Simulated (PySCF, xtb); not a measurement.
C3H10Si3, SMILES C=C1[SiH2][SiH2][C@H]1[SiH3].

Harmonic wavenumbers (cm⁻¹) from GFN2-xTB (xtb 6.7.1) at its own minimum, in rising order: 48, 111, 148, 171, 299, 302, 335, 394, 408, 434, 481, 501, 516, 536, 555, 610, 663, 680, 714, 780, 788, 798, 802, 817, 839, 890, 942, 1047, 1129, 1171, 1415, 1680, 2167, 2186, 2191, 2201, 2240, 2242, 2250, 2918, 3047, 3091.

### Question
What does B3LYP-D3(BJ)/def2-SVP run with PySCF give at its own minimum? (The exact figures need the calculation; the answer reports its results.)

### Answer
58, 126, 150, 168, 300, 314, 356, 421, 427, 504, 543, 602, 611, 626, 681, 685, 694, 752, 788, 820, 917, 929, 934, 941, 950, 952, 956, 1019, 1121, 1177, 1415, 1680, 2204, 2207, 2214, 2217, 2218, 2220, 2224, 3046, 3109, 3205. Paired by order, the mean absolute difference is 51 cm⁻¹ and the zero-point energies are 65.1 and 67.9 kcal/mol.
